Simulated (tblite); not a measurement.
C2HF3O2, triplet, at a GFN2-xTB geometry (a higher spin typed on purpose: for a closed-shell molecule this is an excited state); GFN1-xTB in tblite 0.6.0.

The tblite input:
```
$ tblite run mol.xyz --method gfn1 --charge 0 --spin 2 --json tblite.json --no-restart

# file mol.xyz
8

O      1.65790534    -0.88270612    -0.07220064
C      0.98936800     0.25369855    -0.36291891
O      1.22640711     1.42611907     0.05638304
C     -0.59071777    -0.06640763    -0.02476285
F     -0.78362860    -0.22649549     1.28232619
F     -1.35925859     0.90600159    -0.46203374
F     -0.91655170    -1.18974048    -0.63825805
H      2.06854888    -0.87893974     0.81432182
```

Write the output that tblite gives for this input, abridged.


```
xTB calculator
 | screened Coulomb repulsion
 | Coulomb electrostatics
 |  * isotropic Klopman-Ohno-Mataga-Nishimoto electrostatics
 |  * onsite third-order electrostatics
 | DFT-D3(BJ) dispersion correction

halogen bonding energy    0.0000000000000E+00 Eh
repulsion energy          9.0761732752882E-02 Eh
dispersion energy        -2.0198209033353E-03 Eh
number of electrons       4.2000000000000E+01 e
integral cutoff           1.9731147476801E+01 bohr

------------------------------------------------------------
  cycle        total energy    energy error   density error
------------------------------------------------------------
      1     -28.72437689159  -2.8813119E+01   7.3235647E-01
      2     -29.37729905448  -6.5292216E-01   3.3506052E-01
      3     -29.39749461175  -2.0195557E-02   1.9386728E-01
      4     -29.39241093648   5.0836753E-03   1.1563081E-01
      5     -29.41834003591  -2.5929099E-02   1.0424066E-02
      6     -29.41840304101  -6.3005092E-05   4.1253113E-03
      7     -29.41842999934  -2.6958336E-05   5.3596945E-04
      8     -29.41843035481  -3.5547222E-07   8.1935232E-05
      9     -29.41843035351   1.3018884E-09   4.7072677E-05
     10     -29.41843035731  -3.8010484E-09   1.5754778E-05
------------------------------------------------------------

electronic energy        -2.9507172269162E+01 Eh
total energy             -2.9418430357313E+01 Eh

Post processing:
 | Mayer-Wiberg bond orders

[Info] JSON dump of results written to 'tblite.json'
```
